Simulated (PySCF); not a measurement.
GeEtF3, C2H5F3Ge.
Z-matrix (Å and degrees, PBE0-D3(BJ)/def2-SVP geometry), rows numbered from 1:
```
Ge
C   1  1.9208
C   2  1.5246  1  112.55
H   2  1.1016  1  106.50  3  -123.13
H   2  1.1017  1  106.33  3   123.12
H   3  1.1001  2  110.53  1   179.89
H   3  1.1000  2  111.51  1   -60.42
H   3  1.1000  2  111.53  1    60.02
F   1  1.7212  2  113.12  3    62.11
F   1  1.7212  2  112.89  3   -57.07
F   1  1.7196  2  114.03  3  -177.28
```

Level of theory: TDDFT CAM-B3LYP/def2-SVPD, vertical, gas phase, core orbitals frozen in the response in PySCF 2.14.0, density-fitted response routines. The CAM-B3LYP/def2-SVPD calculation is non-relativistic and has no spin–orbit coupling, an omission that weighs most on germanium.

```csv
state,E (eV),λ (nm),f,"main configurations (H = HOMO, L = LUMO)"
S1,8.39,147.7,0.169,H→L (95%)
S2,9.26,133.8,0.140,H→L+1 (84%)
S3,9.34,132.8,0.0003,H-1→L (87%)
S4,9.65,128.5,0.0000,H-3→L (80%)
S5,9.65,128.5,0.0011,"H→L+3 (60%), H-4→L (22%)"
S6,9.80,126.6,0.067,"H→L+2 (49%), H-5→L (19%)"
S7,9.95,124.5,0.012,"H→L+2 (37%), H-5→L (30%), H-2→L (13%)"
S8,10.02,123.7,0.025,"H-4→L (43%), H→L+3 (32%)"
S9,10.18,121.8,0.025,"H-2→L (70%), H-5→L (16%)"
S10,10.22,121.3,0.0049,"H-1→L+1 (69%), H-7→L (11%)"
S11,10.32,120.2,0.034,"H-6→L (31%), H-8→L (25%), H-7→L (15%)"
S12,10.35,119.8,0.099,"H-7→L (38%), H-1→L+1 (17%), H-6→L (15%)"
S13,10.56,117.4,0.051,H→L+4 (74%)
S14,10.61,116.8,0.035,H→L+5 (89%)
```

Triplets, Tamm–Dancoff:

```tsv
state	E (eV)	λ (nm)	main configurations (H = HOMO, L = LUMO)
T1	7.53	164.7	H→L (82%)
T2	8.72	142.1	H→L+1 (77%)
T3	9.01	137.7	H-1→L (55%), H→L+3 (24%)
T4	9.18	135.1	H→L+3 (41%), H-1→L (20%), H-3→L (15%)
```

The lowest singlet lies at 8.39 eV (148 nm, vacuum ultraviolet) and is strong; its leading configuration is HOMO→LUMO (95%). The lowest level is also the most intense of those listed (f = 0.169). S4/S5 lie within about 0.01 eV of each other. Löwdin shares by element: HOMO carbon 44%, germanium 14%, hydrogen 9% or more (atoms not listed hold the other 32%); LUMO germanium 40%, fluorine 16% or more, carbon 14% or more (atoms not listed hold the other 29%). The listed states span 2.22 eV, and the widest gap between neighbours is 0.87 eV (S1 to S2). The oscillator strengths of these states sum to 0.663; summed over the whole spectrum of an exact calculation they would give the number of electrons, 76 (Thomas–Reiche–Kuhn). Weighted by f, the mean energy of these states is 9.57 eV. All these states lie below the vertical ionisation energy of 12.27 eV (ΔSCF). Orbitals of the list HOMO-3 to LUMO+2 that lie within 0.01 eV of each other are written together with a slash and their weights summed (≥ marks a lower bound); for degenerate orbitals outside that list single weights are arbitrary. The window holds the lowest 15 singlets. The highest level found (10.72 eV, f 0.059 so far) is left out, since the window may have cut off a degenerate partner.
